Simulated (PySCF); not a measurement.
Species: C2H6BNO3.
SMILES: `CC(=O)NB(O)O`

Torsions of this conformer, `[CH3:1][C:2](=[O:3])[NH:4][B:5]([OH:6])[OH:7]`: C1–C2–N4–B5 180°, C2–N4–B5–O6 180°, H–O6–B5–N4 180°, H–O7–B5–N4 -1°.

The closed-shell ground state was solved at several levels (PySCF, density fitting, gas phase, non-relativistic). Geometry: PBE0-D3(BJ)/def2-SVP, one conformer, isolated molecule.

```
             level  basis functions  HOMO (eV)  LUMO (eV)  gap (eV)  dipole (D)
PBE0/6-311+G(2d,p)              225      -8.04      -0.27      7.77        3.06
    PBE0/def2-TZVP              253      -7.97      -0.15      7.82        3.02
  PBE0/aug-cc-pVDZ              215      -7.99      -0.36      7.63        3.05
     PBE0/def2-SVP              128      -7.80       0.07      7.87        2.92
      PBE0/6-31+G*              138      -8.05      -0.23      7.82        3.07
      PBE0/cc-pVTZ              294      -7.90      -0.08      7.82        2.98
      PBE0/cc-pVDZ              128      -7.66       0.18      7.84        2.85
     PBE0/IGLO-III              305      -8.01      -0.23      7.78        3.05
       PBE0/6-31G*              110      -7.67       0.22      7.89        2.88
```

Estimate the row for HF/def2-SVPD, a basis of 197 functions; the other rows only guide the guess.

HOMO -11.91 eV, LUMO 1.62 eV, gap 13.53 eV, dipole 3.44 D.

Over all these levels, which gives the widest orbital gap and which the narrowest?

HF/def2-SVPD (Hartree–Fock, all exact exchange) has the widest, 13.53 eV, and PBE0/aug-cc-pVDZ (global hybrid, 25 % exact exchange) the narrowest, 7.63 eV. Functional and basis both differ between the two, so the spread mixes both effects.

How much does the basis alone move the frontier levels among the 9 PBE0 rows?

The HOMO by 0.39 eV and the LUMO by 0.58 eV. By rising basis size (HOMO, LUMO in eV): 6-31G* -7.67, 0.22; def2-SVP -7.80, 0.07; cc-pVDZ -7.66, 0.18; 6-31+G* -8.05, -0.23; aug-cc-pVDZ -7.99, -0.36; 6-311+G(2d,p) -8.04, -0.27; def2-TZVP -7.97, -0.15; cc-pVTZ -7.90, -0.08; IGLO-III -8.01, -0.23.

How far do the dipole and the HOMO energy spread over the levels?

The dipole runs from 2.85 to 3.44 D (mean 3.03 D) and the HOMO from -11.91 to -7.66 eV.
